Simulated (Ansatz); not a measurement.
The cluster Cr₃. Total charge 0; triplet. Geometry r2SCAN-D4/def2-TZVP; atoms count from 1.

Cartesian coordinates in Å:
```
Cr 1.442 0.251 -0.337
Cr -0.567 0.553 1.276
Cr -0.875 -0.805 -0.939
```

The charge 0 triplet is spin-contaminated (final ⟨S²⟩ up to 8.33, 2.00 for a pure state). The geometry of the triplet was relaxed on an unsound state (⟨S²⟩ 8.11, where a pure state has 2.00). At PBE0-D4/def2-TZVP a septet of charge 0 lies 2.22 eV below the triplet, each at its own geometry. That septet is doubtful there (⟨S²⟩ 16.81, where a pure state has 12.00). The structure comes from a short search, and lower isomers may exist.

Q: Estimate the Mulliken populations from the PBE0/def2-TZVP orbitals of Ansatz.

A: 
```tsv
atom	charge (e)	spin (α − β)	d electrons
Cr1	-0.03	3.82	4.58
Cr2	-0.03	3.82	4.58
Cr3	0.05	-5.63	4.84
```
Mulliken values and Mayer orders depend strongly on the basis.

Q: Where does the spin sit?

A: Summed by element: Cr 2.00, of 2 unpaired in all. Largest on single atoms: Cr3 -5.63, Cr1 3.82, Cr2 3.82.

Q: And the Mayer bond orders between bonded heavy atoms (over 0.3)?

A: Cr1–Cr2 1.22 (2.59 Å); Cr1–Cr3 0.55 (2.62 Å); Cr2–Cr3 0.55 (2.62 Å).
